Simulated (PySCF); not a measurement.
Geometry:
```json
{"atom": "C1", "x (Å)": "-1.839", "y (Å)": "1.226", "z (Å)": "0.669"}
{"atom": "C2", "x (Å)": "-1.470", "y (Å)": "0.402", "z (Å)": "-0.558"}
{"atom": "C3", "x (Å)": "-0.283", "y (Å)": "-0.537", "z (Å)": "-0.316"}
{"atom": "C4", "x (Å)": "-0.073", "y (Å)": "-1.444", "z (Å)": "-1.531"}
{"atom": "C5", "x (Å)": "0.988", "y (Å)": "0.237", "z (Å)": "-0.033"}
{"atom": "C6", "x (Å)": "1.397", "y (Å)": "0.573", "z (Å)": "1.369"}
{"atom": "C7", "x (Å)": "2.158", "y (Å)": "-0.459", "z (Å)": "0.595"}
{"atom": "H8", "x (Å)": "-2.067", "y (Å)": "0.574", "z (Å)": "1.511"}
{"atom": "H9", "x (Å)": "-2.714", "y (Å)": "1.838", "z (Å)": "0.466"}
{"atom": "H10", "x (Å)": "-1.020", "y (Å)": "1.881", "z (Å)": "0.955"}
{"atom": "H11", "x (Å)": "-1.232", "y (Å)": "1.072", "z (Å)": "-1.388"}
{"atom": "H12", "x (Å)": "-2.334", "y (Å)": "-0.197", "z (Å)": "-0.858"}
{"atom": "H13", "x (Å)": "-0.509", "y (Å)": "-1.167", "z (Å)": "0.552"}
{"atom": "H14", "x (Å)": "0.147", "y (Å)": "-0.848", "z (Å)": "-2.415"}
{"atom": "H15", "x (Å)": "0.761", "y (Å)": "-2.121", "z (Å)": "-1.360"}
{"atom": "H16", "x (Å)": "-0.964", "y (Å)": "-2.035", "z (Å)": "-1.729"}
{"atom": "H17", "x (Å)": "1.217", "y (Å)": "0.975", "z (Å)": "-0.795"}
{"atom": "H18", "x (Å)": "0.770", "y (Å)": "0.235", "z (Å)": "2.180"}
{"atom": "H19", "x (Å)": "1.868", "y (Å)": "1.526", "z (Å)": "1.556"}
{"atom": "H20", "x (Å)": "3.153", "y (Å)": "-0.220", "z (Å)": "0.251"}
{"atom": "H21", "x (Å)": "2.037", "y (Å)": "-1.493", "z (Å)": "0.881"}
```

Geometry: GFN2-xTB; GIAO shifts from PySCF, gas phase, non-relativistic, averaged over equivalent atoms.

At PBE/pcSseg-1 (189 basis functions, 33 s wall time on 1 thread of an Arm Neoverse V2, shared host):
| atoms | δ (ppm) |
| --- | --- |
| C3 | 48.6 |
| C2 | 38.3 |
| C4 | 25.6 |
| C5 | 21.8 |
| C1 | 16.0 |
| C6 | 10.0 |
| C7 | 4.0 |
| H12 | 1.65 |
| H11 | 1.31 |
| H8/H9/H10 | 1.19 |
| H14/H15/H16 | 1.12 |
| H19 | 0.60 |
| H20 | 0.36 |
| H13 | 0.29 |
| H17 | 0.21 |
| H18 | 0.20 |
| H21 | -0.11 |

Scale: ¹³C (σ = 182.62 ppm) and ¹H (σ = 31.64 ppm) against TMS (reference shieldings calculated alike).

Estimate the result of repeating the calculation with PBE/IGLO-II.

Results:


```
      atoms  δ at PBE/IGLO-II  change
         C3              49.4    +0.8
         C2              38.5    +0.2
         C4              25.0    -0.6
         C5              22.3    +0.5
         C1              15.5    -0.5
         C6               9.7    -0.3
         C7               3.8    -0.2
        H12              1.79   +0.14
        H11              1.42   +0.11
  H8/H9/H10              1.15   -0.04
H14/H15/H16              1.06   -0.06
        H19              0.58   -0.02
        H20              0.33   -0.03
        H13              0.62   +0.33
        H17              0.35   +0.14
        H18              0.25   +0.05
        H21             -0.09   +0.02
```

References, each an isolated molecule treated in the same way: ¹³C (σ = 184.58 ppm), ¹H (σ = 32.04 ppm) against TMS.

The largest change is at C3 (sp3 CH). Cost: 238 basis functions, 38 s wall time on 1 thread of an Arm Neoverse V2, shared host. The order of the carbon signals is the same at both levels.
